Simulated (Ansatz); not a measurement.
One change: `FC(F)(F)[O][GeH2][O]C(F)(F)F` becomes `[F][GeH2][O]C(F)(F)F`.

Ansatz, PBE0-D4/def2-TZVP geometries, multiplicity 1. Each molecule was computed in one conformer, which needn't be the lowest.

Scalar relativity is left out up to krypton.

| property | `FC(F)(F)[O][GeH2][O]C(F)(F)F` |
| --- | --- |
| HOMO energy (PBE/def2-TZVPP) / eV | -8.55 |
| HOMO–LUMO gap (ωB97M-V/def2-TZVPP) / eV | 14.36 |
| LUMO energy (PBE/def2-TZVPP) / eV | -1.17 |
| HOMO energy (ωB97M-V/def2-TZVPP) / eV | -12.81 |
| LUMO energy (PBE0/def2-TZVPP) / eV | -0.30 |
| size of the dipole moment (ωB97M-V/def2-TZVPP) / D | 3.15 |

**Question.** What does the change do to each property? (Best estimate.)

**Answer.** Ansatz gave: 
```
                                          property  `[F][GeH2][O]C(F)(F)F`  shift
                 HOMO energy (PBE/def2-TZVPP) / eV                   -8.48   0.07
           HOMO–LUMO gap (ωB97M-V/def2-TZVPP) / eV                   14.14  -0.22
                 LUMO energy (PBE/def2-TZVPP) / eV                   -1.13   0.04
             HOMO energy (ωB97M-V/def2-TZVPP) / eV                  -12.53   0.28
                LUMO energy (PBE0/def2-TZVPP) / eV                   -0.24   0.06
size of the dipole moment (ωB97M-V/def2-TZVPP) / D                    3.28   0.13
```

With PBE0 the HOMO rises by 0.21 eV and the LUMO rises by 0.06 eV, so the gap narrows by about 0.15 eV. PBE moves the HOMO by 0.07 eV and ωB97M-V by 0.28 eV. Dipoles are sizes alone; their direction can turn.

Positive LUMOs are unbound, so they and the gaps depend on the basis.
